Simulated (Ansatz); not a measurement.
Steps of a relaxation of C₂H₄BN (`B1C=NC1`) with RKS PBE0-D4/def2-TZVP.

```sh
$ ansatz run in.yaml --threads 2 --pin off --events-out ev --progress --plain --max-ram 4352MiB
```

```yaml
crystal:
  periodic: [false, false, false]
  atoms:
    - {symbol: B, position_ang: [-0.216030, 0.563906, -0.660230]}
    - {symbol: C, position_ang: [0.526790, 0.909640, 0.627208]}
    - {symbol: N, position_ang: [0.073099, -0.264660, 1.027959]}
    - {symbol: C, position_ang: [-0.040593, -0.967882, -0.301192]}
    - {symbol: H, position_ang: [-1.157122, 1.146187, -1.163867]}
    - {symbol: H, position_ang: [0.858164, 1.695762, 1.327455]}
    - {symbol: H, position_ang: [0.922962, -1.446443, -0.547653]}
    - {symbol: H, position_ang: [-0.874970, -1.693509, -0.365478]}
basis:
  gaussian: {orbitals: def2-TZVP}
hamiltonian: {xc: pbe0, dispersion: d4}
relax: {f_tol: 0.005, max_steps: 150}
```

Positions (Å) and forces (eV/Å) along the path, 6 of 6 steps:

```xyz
8
step=1 energy=-4299.4814 eV
B    -0.216    0.564   -0.660   -0.287   -0.035    0.267
C     0.527    0.910    0.627   -0.343   -0.639    0.290
N     0.073   -0.265    1.028    0.372    0.788   -0.471
C    -0.041   -0.968   -0.301    0.129   -0.113   -0.062
H    -1.157    1.146   -1.164    0.438   -0.208    0.157
H     0.858    1.696    1.327   -0.222   -0.457   -0.387
H     0.923   -1.446   -0.548   -0.507    0.251    0.149
H    -0.875   -1.694   -0.365    0.420    0.414    0.056
8
step=2 energy=-4299.5192 eV
B    -0.223    0.560   -0.654   -0.083   -0.016    0.115
C     0.521    0.901    0.624   -0.122   -0.262    0.103
N     0.086   -0.266    1.026    0.118    0.295   -0.191
C    -0.040   -0.962   -0.300    0.048   -0.023   -0.004
H    -1.139    1.143   -1.164    0.128   -0.068    0.041
H     0.842    1.680    1.316   -0.053   -0.108   -0.107
H     0.911   -1.435   -0.550   -0.147    0.070    0.040
H    -0.866   -1.678   -0.354    0.111    0.111    0.003
8
step=3 energy=-4299.5230 eV
B    -0.227    0.558   -0.649    0.018   -0.012    0.025
C     0.519    0.897    0.624    0.000    0.013    0.003
N     0.089   -0.264    1.025   -0.003   -0.016   -0.024
C    -0.039   -0.960   -0.299   -0.011    0.010   -0.002
H    -1.132    1.140   -1.164   -0.004    0.000   -0.003
H     0.839    1.674    1.311    0.000    0.012   -0.002
H     0.907   -1.430   -0.550    0.005   -0.002    0.000
H    -0.862   -1.672   -0.353   -0.005   -0.004    0.002
8
step=4 energy=-4299.5230 eV
B    -0.226    0.558   -0.649   -0.003    0.000    0.007
C     0.519    0.897    0.624    0.007   -0.005    0.005
N     0.090   -0.265    1.025   -0.011    0.002   -0.008
C    -0.039   -0.960   -0.299    0.009    0.002    0.000
H    -1.132    1.139   -1.164   -0.003    0.001   -0.001
H     0.837    1.675    1.311    0.001    0.002   -0.004
H     0.906   -1.431   -0.551    0.001   -0.002    0.000
H    -0.863   -1.671   -0.352   -0.001    0.001    0.001
8
step=5 energy=-4299.5230 eV
B    -0.226    0.558   -0.648    0.001   -0.001    0.002
C     0.519    0.897    0.624    0.001    0.000    0.004
N     0.089   -0.264    1.025   -0.003    0.002   -0.006
C    -0.039   -0.960   -0.299    0.002   -0.001    0.000
H    -1.132    1.139   -1.164    0.000   -0.001    0.001
H     0.838    1.675    1.311    0.000    0.000   -0.003
H     0.906   -1.431   -0.551   -0.001    0.000    0.000
H    -0.863   -1.671   -0.353    0.001    0.001    0.000
8
step=6 energy=-4299.5230 eV
B    -0.226    0.558   -0.648    0.000    0.003   -0.002
C     0.520    0.897    0.624    0.000    0.000   -0.001
N     0.088   -0.264    1.024    0.000    0.000   -0.001
C    -0.039   -0.960   -0.300   -0.001   -0.003    0.001
H    -1.132    1.139   -1.163    0.001   -0.002    0.002
H     0.838    1.675    1.310    0.000    0.000    0.001
H     0.907   -1.431   -0.551   -0.001    0.000    0.000
H    -0.863   -1.671   -0.353    0.001    0.000   -0.001
```

It took 16 s on 2 threads of an Arm Neoverse V2 on a shared host, with 0.25 GiB of host memory at the peak.
